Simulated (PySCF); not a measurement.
Al(H)(NCO)2 (C2HAlN2O2), SMILES O=C=[N][AlH][N]=C=O. Atoms are numbered in the order given.

```xyz
8

Al     0.0000     0.0000     1.1440
H      0.0000     0.0000     2.7083
N      0.0000     1.5126     0.2269
C      0.0000     2.5402    -0.3968
O      0.0000     3.5389    -0.9997
N      0.0000    -1.5126     0.2269
C      0.0000    -2.5402    -0.3968
O      0.0000    -3.5389    -0.9997
```

Coordinates come from a PBE0-D3(BJ)/def2-SVP optimisation. The structure was generated by enumeration; whether it is a known compound was not checked. Other conformers were not sampled.

All values below come from TDA-CAM-B3LYP/def2-SVPD (PySCF).

Vertical excitations. The molecule is in vacuum. State labels are in the subgroup C2v.

Computed excitation energies, oscillator strengths and character:
```csv
state,symmetry,energy (eV),λ (nm),f,main pairs
S1,A2,6.00,207,0.000,HOMO→LUMO 91 %
S2,B1,6.17,201,0.009,HOMO−2→LUMO 91 %
S3,B2,6.56,189,0.159,HOMO−1→LUMO 82 %
S4,A1,6.97,178,0.040,HOMO−3→LUMO 74 %
S5,B2,7.40,168,0.018,"HOMO→LUMO+1 79 %, HOMO−2→LUMO+2 13 %"
S6,A2,7.48,166,0.000,HOMO−1→LUMO+1 77 %
S7,B1,7.56,164,0.020,"HOMO−4→LUMO 59 %, HOMO−1→LUMO+2 12 %"
S8,A1,7.62,163,0.038,"HOMO−2→LUMO+1 71 %, HOMO→LUMO+2 18 %"
S9,A2,7.72,161,0.000,"HOMO−1→LUMO+4 37 %, HOMO−3→LUMO+2 22 %, HOMO−1→LUMO+5 14 %, HOMO−3→LUMO+9 10 %"
S10,B1,7.78,159,0.004,"HOMO−3→LUMO+4 29 %, HOMO−1→LUMO+6 13 %, HOMO−1→LUMO+2 13 %, HOMO−4→LUMO 13 %"
T1,B2,5.85,212,0,HOMO−1→LUMO 84 %
T2,A2,5.88,211,0,HOMO→LUMO 88 %
T3,B1,5.90,210,0,HOMO−2→LUMO 85 %
T4,A1,6.12,202,0,"HOMO−3→LUMO 77 %, HOMO−1→LUMO+8 13 %"
```
Triplets are in the Tamm–Dancoff approximation.
